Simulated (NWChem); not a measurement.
System: BH$_{3}$Se; SMILES B[SeH]

Here is an NWChem input.

```
start job
memory heap 200 mb stack 900 mb global 1100 mb
geometry units angstroms noautoz
  B      0.002153     1.541632     0.000000
  H     -1.074721     2.098241     0.000000
  H      1.056632     2.135306     0.000000
  Se    -0.067942    -0.365048     0.000000
  H      1.397733    -0.618605     0.000000
end
basis spherical
  B library 6-31g*
  H library 6-31g*
  Se library 6-31g*
end
dft
  xc hcth407
  iterations 150
  mulliken
end
task dft energy
```

Output (shortened):

```
             Northwest Computational Chemistry Package (NWChem) 7.3.0
             --------------------------------------------------------

 CS  symmetry detected

                             Geometry "geometry" -> ""
                             -------------------------

 Output coordinates in angstroms (scale by  1.889725989 to convert to a.u.)

  No.       Tag          Charge          X              Y              Z
 ---- ---------------- ---------- -------------- -------------- --------------
    1 B                    5.0000    -0.00565324     1.56772365     0.00000000
    2 H                    1.0000    -1.09287906     2.10383110     0.00000000
    3 H                    1.0000     1.03738920     2.18126847     0.00000000
    4 Se                  34.0000    -0.03961313    -0.33994211     0.00000000
    5 H                    1.0000     1.43060251    -0.56568602     0.00000000

 Effective nuclear repulsion energy (a.u.)      78.5503076173

      Symmetry information
      --------------------

 Group name             Cs
 Group number              2
 Group order               2
 No. of unique centers     5

                                 NWChem DFT Module
                                 -----------------

 Summary of "ao basis" -> "ao basis" (spherical)
 ------------------------------------------------------------------------------
       Tag                 Description            Shells   Functions and Types
 ---------------- ------------------------------  ------  ---------------------
 B                           6-31g*                  6       14   3s2p1d
 H                           6-31g*                  2        2   2s
 Se                          6-31g*                 12       32   5s4p3d

      Symmetry analysis of basis
      --------------------------

        a'         38
        a"         14

            General Information
            -------------------
          SCF calculation type: DFT
          Wavefunction type:  closed shell.
          No. of atoms     :     5
          No. of electrons :    42
           Alpha electrons :    21
            Beta electrons :    21
          Charge           :     0
          Spin multiplicity:     1
          Use of symmetry is: on ; symmetry adaption is: on
          Maximum number of iterations: 150
          AO basis - number of functions:    52
                     number of shells:    24
          Convergence on energy requested:  1.00D-06
          Convergence on density requested:  1.00D-05
          Convergence on gradient requested:  5.00D-04

              XC Information
              --------------
                      HCTH407 Method XC Functional
                      HCTH407  Exchange Functional  1.000
                   HCTH407  Correlation Functional  1.000

             Grid Information
             ----------------
          Grid used for XC integration:  medium
          Radial quadrature: Mura-Knowles
          Angular quadrature: Lebedev.
          Tag              B.-S. Rad. Rad. Pts. Rad. Cut. Ang. Pts.
          ---              ---------- --------- --------- ---------
          B                   0.85       49           8.0       434
          H                   0.35       45          10.0       434
          Se                  1.15      112           8.0       590
          Grid pruning is: on
          Number of quadrature shells:   296
          Spatial weights used:  Erf1

      Superposition of Atomic Density Guess
      -------------------------------------

 Sum of atomic energies:       -2425.52612938

      Non-variational initial energy
      ------------------------------

 Total energy =   -2426.112922
 1-e energy   =   -3532.467105
 2-e energy   =    1027.803876
 HOMO         =      -0.319566
 LUMO         =       0.002178

      Symmetry analysis of molecular orbitals - initial
      -------------------------------------------------

  Numbering of irreducible representations:

     1 a'          2 a"

  Orbital symmetries:

     1 a'          2 a'          3 a'          4 a'          5 a"
     6 a'          7 a'          8 a'          9 a'         10 a"
    11 a'         12 a'         13 a"         14 a'         15 a"
    16 a'         17 a'         18 a'         19 a'         20 a'
    21 a"         22 a"         23 a'         24 a'         25 a'
    26 a'         27 a'         28 a'         29 a"         30 a'
    31 a'

     ---------------------------------------------
      Total Density - Mulliken Population Analysis
     ---------------------------------------------

    Atom       Charge   Shell Charges
 -----------   ------   -------------------------------------------------------
    1 B    5     4.89   2.00  0.63  1.09  0.57  0.57  0.03
    2 H    1     1.01   0.49  0.52
    3 H    1     1.00   0.49  0.51
    4 Se  34    34.32   2.00  2.00  6.00  2.00  5.99  1.50  3.24  0.35  1.18  6.94  2.94  0.17
    5 H    1     0.78   0.38  0.40

   convergence    iter        energy       DeltaE   RMS-Dens  Diis-err
 ---------------- ----- ----------------- --------- --------- ---------
 d= 0,ls=0.0,diis     1  -2429.1910600047 -2.51D+03  1.48D-02  2.67D-01
 d= 0,ls=0.0,diis     2  -2429.1923492986 -1.29D-03  1.16D-02  1.79D-01
 d= 0,ls=0.0,diis     3  -2429.2130351467 -2.07D-02  5.97D-03  6.61D-02
 d= 0,ls=0.0,diis     4  -2429.2254123818 -1.24D-02  1.17D-03  6.31D-03
 d= 0,ls=0.0,diis     5  -2429.2260602234 -6.48D-04  1.67D-04  1.90D-05
  Resetting Diis
 d= 0,ls=0.0,diis     6  -2429.2260633326 -3.11D-06  5.89D-05  5.15D-06
 d= 0,ls=0.0,diis     7  -2429.2260642017 -8.69D-07  3.00D-05  3.76D-07
 d= 0,ls=0.0,diis     8  -2429.2260641509  5.08D-08  1.74D-05  6.44D-07
 d= 0,ls=0.0,diis     9  -2429.2260642738 -1.23D-07  2.04D-06  7.69D-09

         Total DFT energy =    -2429.226064273778
      One electron energy =    -3535.717500404573
           Coulomb energy =     1121.659139688330
    Exchange-Corr. energy =      -93.718011174855
 Nuclear repulsion energy =       78.550307617320

 Numeric. integr. density =       41.999989084908

                  Occupations of the irreducible representations
                  ----------------------------------------------

                     irrep           alpha         beta
                     --------     --------     --------
                     a'               16.0         16.0
                     a"                5.0          5.0

                       DFT Final Molecular Orbital Analysis
                       ------------------------------------

 Vector   19  Occ=2.000000D+00  E=-3.123398D-01  Symmetry=a'
              MO Center= -2.7D-01,  1.4D+00,  3.0D-16, r^2= 2.4D+00
   Bfn.  Coefficient  Atom+Function         Bfn.  Coefficient  Atom+Function
  ----- ------------  ---------------      ----- ------------  ---------------
     3      0.325935  1 B  px                30      0.325645  4 Se py
    15     -0.272676  2 H  s                 16     -0.268509  2 H  s
     4     -0.206708  1 B  py                26     -0.142187  4 Se py
    52     -0.130482  5 H  s                  7      0.124611  1 B  px
    51     -0.109920  5 H  s                 17      0.107969  3 H  s

 Vector   20  Occ=2.000000D+00  E=-2.872265D-01  Symmetry=a'
              MO Center=  1.3D-01,  3.5D-01, -2.1D-15, r^2= 3.0D+00
   Bfn.  Coefficient  Atom+Function         Bfn.  Coefficient  Atom+Function
  ----- ------------  ---------------      ----- ------------  ---------------
    30      0.472801  4 Se py                29      0.315760  4 Se px
     4     -0.248794  1 B  py                18     -0.224138  3 H  s
    28      0.220150  4 Se s                 26     -0.205813  4 Se py
    17     -0.196415  3 H  s                 32     -0.180372  4 Se s
     3     -0.172532  1 B  px                34      0.143922  4 Se py

 Vector   21  Occ=2.000000D+00  E=-2.499991D-01  Symmetry=a"
              MO Center= -1.8D-02, -4.0D-02,  9.8D-13, r^2= 2.0D+00
   Bfn.  Coefficient  Atom+Function         Bfn.  Coefficient  Atom+Function
  ----- ------------  ---------------      ----- ------------  ---------------
    31      0.697929  4 Se pz                35      0.307551  4 Se pz
    27     -0.297826  4 Se pz                 5      0.189228  1 B  pz
     9      0.117982  1 B  pz                23      0.089216  4 Se pz
    47      0.030032  4 Se d -1

 Vector   22  Occ=0.000000D+00  E=-7.755199D-02  Symmetry=a"
              MO Center= -8.3D-03,  1.2D+00,  1.7D-13, r^2= 2.5D+00
   Bfn.  Coefficient  Atom+Function         Bfn.  Coefficient  Atom+Function
  ----- ------------  ---------------      ----- ------------  ---------------
     9      0.607838  1 B  pz                 5      0.500002  1 B  pz
    31     -0.349569  4 Se pz                35     -0.286855  4 Se pz
    27      0.139137  4 Se pz                47      0.078390  4 Se d -1
    23     -0.041375  4 Se pz                37     -0.039265  4 Se d -1

 Vector   23  Occ=0.000000D+00  E=-2.010393D-02  Symmetry=a'
              MO Center=  3.8D-01, -3.0D-01,  4.8D-15, r^2= 3.1D+00
   Bfn.  Coefficient  Atom+Function         Bfn.  Coefficient  Atom+Function
  ----- ------------  ---------------      ----- ------------  ---------------
    52      1.169861  5 H  s                 33     -0.704313  4 Se px
    29     -0.556036  4 Se px                 6     -0.441771  1 B  s
    18      0.353926  3 H  s                 34      0.332579  4 Se py
    28      0.321194  4 Se s                 51      0.247062  5 H  s
    32     -0.230158  4 Se s                 25      0.202651  4 Se px

 Vector   24  Occ=0.000000D+00  E= 4.963003D-02  Symmetry=a'
              MO Center=  7.2D-02, -1.7D-01,  1.3D-13, r^2= 4.2D+00
   Bfn.  Coefficient  Atom+Function         Bfn.  Coefficient  Atom+Function
  ----- ------------  ---------------      ----- ------------  ---------------
     6      1.661837  1 B  s                 34     -1.337906  4 Se py
    32     -1.042384  4 Se s                  8     -0.898010  1 B  py
    28      0.531315  4 Se s                 52      0.472552  5 H  s
     4     -0.285954  1 B  py                16     -0.286185  2 H  s
    30     -0.204406  4 Se py                29     -0.193862  4 Se px

     ---------------------------------------------
      Total Density - Mulliken Population Analysis
     ---------------------------------------------

    Atom       Charge   Shell Charges
 -----------   ------   -------------------------------------------------------
    1 B    5     5.01   2.00  0.60  1.38  0.47  0.53  0.03
    2 H    1     0.99   0.52  0.47
    3 H    1     0.98   0.52  0.47
    4 Se  34    34.13   2.00  2.00  6.00  2.00  5.99  1.61  3.25  0.28  0.93  6.98  2.87  0.23
    5 H    1     0.89   0.48  0.41

     -------------------------------------------
      Total Density - Lowdin Population Analysis
     -------------------------------------------

    Atom       Charge   Shell Charges
 -----------   ------   -------------------------------------------------------
    1 B    5     5.27   1.99  0.50  1.25  0.44  1.01  0.07
    2 H    1     0.94   0.48  0.46
    3 H    1     0.95   0.48  0.46
    4 Se  34    33.96   2.00  2.00  5.99  1.99  5.89  1.20  2.88  0.50  1.42  6.74  3.03  0.31
    5 H    1     0.89   0.46  0.42

     Multipole analysis of the density
     ---------------------------------

     L   x y z        total         alpha         beta         nuclear
     -   - - -        -----         -----         ----         -------
     0   0 0 0     -0.000000    -21.000000    -21.000000     42.000000

     1   1 0 0      0.282953      0.141476      0.141476     -0.000000
     1   0 1 0     -0.105099     -0.052549     -0.052549      0.000000
     1   0 0 1      0.000000      0.000000      0.000000      0.000000

     2   2 0 0    -18.106534    -16.857287    -16.857287     15.608041
     2   1 1 0     -0.655316      0.443949      0.443949     -1.543215
     2   1 0 1     -0.000000     -0.000000     -0.000000      0.000000
     2   0 2 0    -19.770178    -55.812345    -55.812345     91.854513
     2   0 1 1     -0.000000     -0.000000     -0.000000      0.000000
     2   0 0 2    -19.814733     -9.907366     -9.907366      0.000000
```

Level: HCTH/407/6-31G* (spherical d). Coordinates come from a PBE-D3(BJ)/def2-SVP optimisation.
